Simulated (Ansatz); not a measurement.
Cost and result for the atomization energy of CH6BNOS, SMILES `BOC(N)S` (11 atoms, 10 bonds).

```
atom   x (Å)   y (Å)   z (Å)
  B1   0.229  -1.138  -1.400
  O2  -0.476  -0.568  -0.410
  C3   0.089   0.464   0.405
  N4   0.068   0.164   1.783
  S5  -0.872   1.992   0.201
  H6  -0.308  -2.005  -2.023
  H7   1.353  -0.773  -1.626
  H8   1.120   0.625   0.080
  H9   0.687  -0.601   2.013
 H10  -0.870  -0.040   2.105
 H11  -1.021   1.882  -1.128
```

Charge 0, multiplicity 1. Geometry: relaxed with PBE0-D4/def2-TZVP. It is one conformer, not always the lowest. Program: Ansatz. All runs use 4 threads of an Arm Neoverse V1 on a shared host. Times are those of one run each, without the atoms' runs, and a repeat can differ threefold. Electronic energies, without spin–orbit coupling; frozen cores. CCSD(T)/CBS adds CCSD(T) − MP2 in def2-TZVPP to the MP2 limit, and its time is that of the two runs behind it. T1 = 0.014. B3LYP takes the VWN-RPA correlation (the form of Gaussian; ORCA's B3LYP/G).

CCSD(T)/CBS is a level of theory with its own doubt, some kJ/mol a heavy atom from the limit and from the frozen cores, so smaller differences don't rank the functionals.

```tsv
level	functions	wall time
PBE-D4/def2-TZVPP (with forces)	250	2.5 s
PBE0-D4/def2-TZVPP	250	2.9 s
B3LYP-D4/def2-TZVPP (with forces)	250	4.4 s
r2SCAN-D4/def2-TZVPP (with forces)	250	4.8 s
B2PLYP/def2-TZVPP	250	5.5 s
ωB97X-V/def2-TZVPP	250	7.5 s
ωB97M-V/def2-TZVPP (with forces)	250	11 s
MP2/def2-QZVPP	478	23 s
CCSD(T)/def2-TZVPP	250	2.6 min
CCSD(T)/CBS(def2)	–	3 min
```

Question: What atomization energy does each give, and how far from CCSD(T)/CBS? (Best estimate.)

Answer: Computed: 
```
                             level  atomization (kJ/mol)  difference from CCSD(T)/CBS  per bond
   PBE-D4/def2-TZVPP (with forces)                4084.1                        113.2      11.3
                PBE0-D4/def2-TZVPP                3989.7                         18.8       1.9
 B3LYP-D4/def2-TZVPP (with forces)                3989.1                         18.2       1.8
r2SCAN-D4/def2-TZVPP (with forces)                3987.1                         16.2       1.6
                 B2PLYP/def2-TZVPP                3937.9                        -33.0      -3.3
                ωB97X-V/def2-TZVPP                3997.2                         26.3       2.6
  ωB97M-V/def2-TZVPP (with forces)                4006.9                         36.0       3.6
                    MP2/def2-QZVPP                3998.1                         27.2       2.7
                CCSD(T)/def2-TZVPP                3856.2                       -114.7     -11.5
                 CCSD(T)/CBS(def2)                3970.9                          0.0       0.0
```

From PBE to PBE0 (25 % exact exchange), in def2-TZVPP and without D4, the atomization energy moves by −91.0 kJ/mol: exact exchange takes away binding that semilocal exchange gives to molecules. In def2-TZVPP, CCSD(T) changes the Hartree–Fock value by +1073.2 kJ/mol (the triples alone add +67.8 kJ/mol) and MP2 by +1147.2 kJ/mol; breaking electron pairs costs correlation energy, which Hartree–Fock lacks. The D4 term adds +34.7 kJ/mol with B3LYP and +18.2 kJ/mol with PBE0; it sums over pairs of atoms, weighted by their polarisabilities, and B3LYP, whose exchange is more repulsive, gets the larger term.
